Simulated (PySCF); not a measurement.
Compound: 4,6-dimethyl-1,2,3-triazine, C5H7N3.
InChI=1S/C5H7N3/c1-4-3-5(2)7-8-6-4/h3H,1-2H3

The closed-shell ground state was solved at several levels (PySCF, density fitting, gas phase, non-relativistic). Isolated species at its GFN2-xTB geometry, gas phase.

| level | basis functions | HOMO (eV) | LUMO (eV) | gap (eV) | dipole (D) |
| --- | --- | --- | --- | --- | --- |
| B3LYP/pcJ-1 | 286 | -6.55 | -1.88 | 4.67 | 5.40 |
| PBE0/pcSseg-1 | 171 | -6.86 | -1.69 | 5.17 | 5.48 |

**Question.** What might B3LYP/def2-SVPD (216 basis functions) give for the same quantities?

**Answer.** HOMO -6.51 eV, LUMO -1.94 eV, gap 4.57 eV, dipole 5.38 D.

**Question.** Over all these levels, which gives the widest orbital gap and which the narrowest?

**Answer.** PBE0/pcSseg-1 (global hybrid, 25 % exact exchange) has the widest, 5.17 eV, and B3LYP/def2-SVPD (global hybrid, 20 % exact exchange) the narrowest, 4.57 eV. Functional and basis both differ between the two, so the spread mixes both effects.

**Question.** How far do the dipole and the HOMO energy spread over the levels?

**Answer.** The dipole runs from 5.38 to 5.48 D (mean 5.42 D) and the HOMO from -6.86 to -6.51 eV.
